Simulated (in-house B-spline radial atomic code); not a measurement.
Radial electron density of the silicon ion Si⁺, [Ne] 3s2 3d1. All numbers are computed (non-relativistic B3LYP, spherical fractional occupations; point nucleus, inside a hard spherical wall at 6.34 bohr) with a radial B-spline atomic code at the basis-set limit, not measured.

Caution: exact exchange at fractional occupations of open shells leaves self-interaction of up to several eV.

Columns: r (bohr), 4πr²n(r) (electrons per bohr), bar.

```
 0.00417   0.3442 #
 0.00499   0.4816 #
 0.00597   0.6707 ##
 0.00713   0.9261 ###
 0.00853    1.274 ####
  0.0102    1.739 #####
  0.0122    2.352 #######
  0.0146     3.15 #########
  0.0174    4.138 ############
  0.0208    5.377 ###############
  0.0249    6.874 ###################
  0.0298    8.591 ########################
  0.0356    10.44 #############################
  0.0426    12.32 ##################################
  0.0509    13.99 #######################################
  0.0609    15.25 ##########################################
  0.0728    15.81 ############################################
   0.087    15.52 ###########################################
   0.104    14.38 ########################################
   0.124    12.71 ###################################
   0.149    10.92 ##############################
   0.178    9.798 ###########################
   0.213    9.767 ###########################
   0.254    10.86 ##############################
   0.304    12.59 ###################################
   0.363    13.99 #######################################
   0.435    14.18 #######################################
    0.52    12.72 ###################################
   0.621    9.962 ############################
   0.743    6.713 ###################
   0.888    3.982 ###########
    1.06    2.303 ######
    1.27    1.607 ####
    1.52    1.482 ####
    1.81    1.448 ####
    2.17    1.264 ####
    2.59   0.9596 ###
     3.1   0.6461 ##
    3.71    0.397 #
    4.43   0.2077 #
     5.3  0.06292 
    6.28 0.000211
```

On this grid the curve has 2 maxima, near 0.0728, 0.435 bohr.

The 3s radial function P(r) = rR(r), positive near the nucleus:

```
r (bohr)         P
 0.00143   0.01144
 0.00204   0.01619
 0.00292   0.02288
 0.00417    0.0321
 0.00597    0.0448
 0.00853    0.0617
  0.0122   0.08368
  0.0174    0.1106
  0.0249    0.1414
  0.0356    0.1711
  0.0509      0.19
  0.0728    0.1813
   0.104     0.124
   0.149  0.001528
   0.213   -0.1711
   0.304   -0.3265
   0.435   -0.3495
   0.621   -0.1453
   0.888    0.2536
    1.27    0.6433
    1.81    0.7684
    2.59    0.5601
    3.71     0.239
     5.3   0.04701
```
